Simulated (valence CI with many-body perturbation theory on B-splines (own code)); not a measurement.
# Missing levels of La⁴³⁺

Level of theory: configuration interaction combined with many-body perturbation theory (CI+MBPT): four valence electrons over a frozen Dirac-Fock core [Ne], a basis of 11 s, 11 p, 10 d, 8 f, 5 g, 2 h functions for each j, with the one-electron correlation potential Σ1 (screened to all orders), the two-electron term Σ2, the three-electron term Σ3, Breit, model QED; selected single and double excitations, second order for the rest, scaled by the run's own slope (own B-spline code, finite nucleus).

No measured spectrum was set against this ion. As an estimate, large intervals hold to a few tenths of a per cent, small ones and those within an open d or f shell to about a per cent. Among the levels kept, up to 550 cm⁻¹ of a level comes from second order outside the variational space, and about a tenth of that is noise between levels of different J, which matters for small intervals.

```tsv
Level	E (cm⁻¹)
(3s^2 3p1/2^2) J=0	0
(3s^2 3p1/2 3p3/2) J=1	?
(3s^2 3p1/2 3p3/2) J=2	835050
(3s^2 3p3/2^2) J=2	1654800
(3s 3p1/2^2 3p3/2) J=2	1675800
(3s^2 3p3/2^2) J=0	?
(3s 3p1/2^2 3p3/2) J=1	1846400
(3s^2 3p1/2 3d3/2) J=2	?
(3s^2 3p1/2 3d3/2) J=1	2286500
(3s^2 3p1/2 3d5/2) J=2	2289700
(3s^2 3p1/2 3d5/2) J=3	?
(3s 3p1/2 3p3/2^2) J=2 [a]	?
(3s 3p1/2 3p3/2^2) J=3	2551400
(3s 3p1/2 3p3/2^2) J=0	2608800
(3s 3p1/2 3p3/2^2) J=1 [a]	2680200
(3s 3p1/2 3p3/2^2) J=2 [b]	2704000
(3s 3p1/2 3p3/2^2) J=1 [b]	2763400
(3s 3p1/2^2 3d3/2) J=1	2967700
(3s 3p1/2^2 3d3/2) J=2	?
(3s^2 3p3/2 3d3/2) J=3	3056000
```

Levels are named by their leading jj configuration (3d3/2^4 stands for four electrons in 3d with j = 3/2), which in mixed levels can hold well under half, so a name can repeat and another be missing. Letters in brackets count levels of one name in rising energy.

The levels stand in rising order. What does the calculation give for the missing energies?

(3s^2 3p1/2 3p3/2) J=1 779670; (3s^2 3p3/2^2) J=0 1774900; (3s^2 3p1/2 3d3/2) J=2 2052200; (3s^2 3p1/2 3d5/2) J=3 2325300; (3s 3p1/2 3p3/2^2) J=2 [a] 2495200; (3s 3p1/2^2 3d3/2) J=2 3003500.
